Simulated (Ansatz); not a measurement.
**Relative stability**

The two ends of one reaction step of ZnH2BrCl, closed shell (PBE0-D4/def2-TZVP).

A:

Zn1  (-0.649, -0.757, -0.369)
Br2  (0.835, -1.400, -1.897)
Cl3  (-2.129, -0.249, 1.020)
H4  (1.238, 1.114, 0.375)
H5  (0.705, 1.292, 0.871)
(Å)

B:

```tsv
atom	x (Å)	y (Å)	z (Å)
Zn1	-0.7115	0.4399	0.8636
Br2	0.7748	-0.9242	-1.3852
Cl3	-2.3971	-0.8199	0.6094
H4	1.9705	-0.1542	-1.3284
H5	0.3634	1.4583	1.2406
```

Ansatz 0.2.0; basis: def2-TZVPP; cores frozen in the correlated methods. The 3s and 3p shells of Cu and Zn are frozen; filled d shells are correlated. The def2 sets are not built for correlating such inner shells, so the correlated values are less sure here. B3LYP uses VWN-RPA correlation.

**Question.** Which structure is lower at CCSD(T), and by how much? (An estimate is asked for; the value comes from the calculation.)

**Answer.** By the calculation: A, by 24.29 kcal/mol (electronic energy, against the other). By their contacts, A is a complex of ZnBrCl + H₂ and B is a complex of ZnHCl ([Cl][ZnH]) + HBr.

All methods give the same order:

| method | E(B) − E(A) (kcal/mol) |
| --- | --- |
| SPW92 | 19.64 |
| PBE-D4 | 22.74 |
| BLYP-D4 | 22.84 |
| r2SCAN-D4 | 24.53 |
| B97M-V | 21.51 |
| PBE0-D4 | 24.51 |
| B3LYP-D4 | 24.10 |
| r2SCAN0-D4 | 25.82 |
| BHLYP-D4 | 26.08 |
| CAM-B3LYP-D4 | 23.61 |
| wB97X-V | 24.73 |
| wB97M-V | 24.22 |
| B2PLYP | 25.19 |
| PBE-QIDH | 26.12 |
| RPA on PBE | 22.29 |
| HF | 29.73 |
| MP2 | 25.75 |
| CCSD | 24.54 |
| CCSD(T) | 24.29 |

No T1 diagnostic of these runs exceeds 0.012.

Labels in which every atom is bracketed show which atoms are joined, not bond orders.

For scale, one of the runs: CCSD(T)/def2-TZVPP, 182 basis functions, launched by `ansatz run in.yaml --threads 4 --pin off --events-out ev --progress --plain --max-ram 9574MiB`. Hardware: 4 CPU threads of an Arm Neoverse V2, shared host. Wall time 40 s; peak host memory 1.7 GiB.
